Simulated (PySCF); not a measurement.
## How methods differ on the excitation energy of Ge

Ge [Ar] 3d10 4s2 4p2 (3P) → Ge [Ar] 3d10 4s1 4p2 4d1 (high-spin determinant), as a difference of total energies. All numbers are calculated (PySCF 2.14, a scalar-relativistic core potential, in aug-cc-pVDZ-PP with ECP10MDF (5s4p3d, 32 functions)). Correlated levels: valence: 3s2 3p6 3d10 frozen. The calculations carry no spin-orbit coupling.

```
           method  excitation energy (cm⁻¹)
              UHF                     95790
              LDA                    110660
              PBE                    107640
             PBE0                    106400
           r2SCAN                    106720
             BLYP                    111280
           B2PLYP                    108440
        BHandHLYP                    109670
          LC-wPBE                    108580
    MP2 (valence)                    102410
SCS-MP2 (valence)                    104410
```

The upper state lies above the first ionisation limit, but in LS coupling its spin forbids autoionisation to the ground ion.

The promoted electron is Rydberg-like, and one or two diffuse shells describe it only roughly, which tends to raise the upper state.

In the upper state the promoted electron has a positive orbital energy at LDA, PBE, PBE0, r2SCAN, BLYP, B2PLYP, BHandHLYP, so the basis confines it.

The determinant of the upper state mixes LS terms, which raises its energy above the lowest term, most at the Hartree-Fock and MP2 levels.
